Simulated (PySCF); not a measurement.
## Cl (chlorine, neutral): UHF calculation

Configuration: [Ne] 3s2 3p5, 2P determinant. All numbers are calculated (PySCF 2.14, scalar relativity by spin-free X2C-1e, in x2c-SVPall (4s3p1d, 18 functions)).

```
Total energy                                                  : -460.712377 hartree
One-electron energy                                           : -636.7341 hartree
Hartree (Coulomb) energy                                      : 203.7092 hartree
Exchange energy                                               : -27.6875 hartree
⟨S²⟩                                                          : 0.7553
⟨L²⟩                                                          : 2.017
Sum of ⟨r⟩                                                    : 15.68 bohr
Sum of ⟨r²⟩                                                   : 26.72 bohr²
Traceless quadrupole moment −½Σ⟨3z² − r²⟩ along its main axis : 1.60 e·bohr²
Langevin diamagnetic susceptibility                           : -21.2 ×10⁻⁶ cm³/mol
Time after the integrals                                      : 0.08 s of wall time on 1 thread of Neoverse-N1 (shared host)
```

```tsv
shell	electrons	mean orbital energy (hartree)	spread (hartree)	rms radius, mean of both spins (bohr)
1s α	1	-105.20156	0	0.105
1s β	1	-105.19071	0	0.105
2s α	1	-10.66096	0	0.479
2s β	1	-10.65009	0	0.479
2p α	3	-8.07180	0.02530	0.451
2p β	3	-8.05238	0.01658	0.451
3s α	1	-1.12657	0	1.68
3s β	1	-1.00637	0	1.68
3p α	3	-0.51575	0.07392	1.97
3p β	2	-0.46731	0	1.97
```

Densities and radii are taken from the X2C orbitals without a picture-change correction, which distorts them close to the nucleus.
